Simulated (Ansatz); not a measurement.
```xyz
10

Si   -1.165   -0.632    1.326
O    -0.075   -0.117    0.236
Al    0.898    0.474   -0.992
S     3.041    0.131   -0.962
S     0.051    1.596   -2.647
H    -2.543   -0.480    0.786
H    -1.046    0.165    2.574
H    -0.926   -2.065    1.640
H     2.960   -0.554    0.192
H    -1.194    1.482   -2.151
```

The species carries charge 0 and has multiplicity 1.

(1) List the PBE0/def2-TZVPP orbital energies in eV (Ansatz 0.2.0). (Estimate.)

## Answers

(1) The calculation gave: Occupied: -2422.43, -2422.42, -1803.11, -1528.82, -522.71, -217.80, -217.79, -161.63, -161.62, -161.53, -161.53, -161.46, -161.46, -145.36, -114.63, -100.05, -100.00, -100.00, -74.72, -74.59, -74.58, -27.51, -20.49, -20.22, -15.79, -12.78, -12.17, -11.47, -11.23, -11.14, -9.85, -9.34, -9.13, -8.63, -8.15, -7.70. Lowest empty: -0.76, -0.28, -0.07, 0.65, 0.88, 1.70, 1.73, 1.79.
